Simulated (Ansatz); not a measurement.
Sn₁₁PH₂₂, a doped cluster cut from the lattice of tin (P on a surface site). Total charge 0; doublet. Geometry PBE-D4/def2-SVP, basis def2-TZVP, Ansatz.

```xyz
34

Sn   -1.5149    4.0525   -0.9677
Sn   -2.8077   -2.1085   -1.5694
Sn    2.9911    4.3858    0.0596
Sn    1.8593   -2.6799   -1.5580
P     0.6658    0.7944    0.5935
Sn   -0.7910   -5.6833    0.6256
Sn    0.6436    5.8094   -0.5536
Sn   -0.2621   -0.8142   -1.4733
Sn   -1.4906    2.1025    1.0507
Sn   -2.9993   -3.9426    0.5581
Sn    2.4312    2.3420    1.9127
Sn    1.5946   -4.2043    0.7888
H    -1.3578    3.2167   -2.4766
H    -3.0360    4.8842   -0.9718
H    -3.1038   -2.9330   -3.0772
H    -4.0670   -0.9181   -1.4019
H     3.5685    3.6456   -1.3988
H     4.2174    5.4857    0.6053
H     1.8364   -3.7414   -2.9342
H     3.3854   -1.8464   -1.5734
H     0.4870   -0.1846    1.6341
H    -0.7618   -6.6127   -0.8410
H    -0.9410   -6.8164    1.9339
H     0.8542    6.8137   -1.9537
H     0.2253    6.8495    0.7705
H    -0.0994    0.2638   -2.8469
H    -2.7969    0.9654    0.9980
H    -1.3845    2.7747    2.6466
H    -4.4811   -4.8472    0.4725
H    -3.0382   -3.0573    2.0533
H     3.8464    1.3681    2.1934
H     1.9107    2.9819    3.4541
H     2.9564   -5.2320    1.1099
H     1.4597   -3.1140    2.1369
```

```csv
run,HOMO (eV),LUMO (eV)
A,-4.19,-3.78
B,-5.32,-2.32
C,-4.80,-3.09
D,-4.36,-3.59
E,-4.25,-3.68
F,-4.61,-3.35
```

In the def2 sets Sn takes a core potential; there is no spin–orbit coupling. Single mean-field runs in def2-TZVP are fitted with def2-universal-jkfit.

HOMO and LUMO are taken over both spins.

Q: The runs used B97M-V, BHLYP, PBE, PBE0, r2SCAN, r2SCANh. Estimate which is which.

A: A PBE (0 % exact exchange); B BHLYP (50 % exact exchange); C PBE0 (25 % exact exchange); D r2SCAN (0 % exact exchange); E B97M-V (0 % exact exchange); F r2SCANh (10 % exact exchange). Exact exchange lowers occupied and raises empty levels; among semilocal functionals meta-GGAs tend to open the gap a little, and such runs are hard to tell apart. The gap grows from 0.40 eV (PBE) to 2.99 eV (BHLYP).
